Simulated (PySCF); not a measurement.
SMILES C(CB(O)O)C(C)C (GFN2-xTB optimised geometry):

```
21

C      0.764    -2.347    -1.200
C      1.281    -1.555     0.000
C      2.808    -1.555     0.000
C      0.762    -0.113     0.000
C     -0.751     0.006     0.203
B     -1.260     1.510     0.413
O     -2.579     1.857     0.337
O     -0.377     2.487     0.694
H      1.050    -1.854    -2.127
H      1.185    -3.350    -1.201
H     -0.318    -2.436    -1.175
H      0.935    -2.048     0.916
H      3.185    -1.071    -0.898
H      3.193    -2.573     0.028
H      3.193    -1.019     0.864
H      1.255     0.441     0.800
H      1.033     0.368    -0.941
H     -1.031    -0.583     1.082
H     -1.271    -0.447    -0.644
H     -3.193     1.154     0.138
H     -0.776     3.350     0.815
```

Computed with B3LYP/def2-SVP (PySCF).

Question: What are the frontier orbital energies and the dipole moment?

Answer: HOMO-2 -8.58 eV, HOMO-1 -8.48 eV, HOMO -7.88 eV, LUMO 1.19 eV, LUMO+1 1.60 eV; dipole moment 1.49 D.

Meta-Löwdin charges at B3LYP/def2-SVP: C1 -0.28, C2 -0.03, C3 -0.28, C4 -0.15, C5 -0.30, B6 0.43, O7 -0.50, O8 -0.48, H9 0.09, H10 0.09, H11 0.09, H12 0.07, H13 0.09, H14 0.09, H15 0.09, H16 0.09, H17 0.08, H18 0.09, H19 0.08, H20 0.33, H21 0.33.
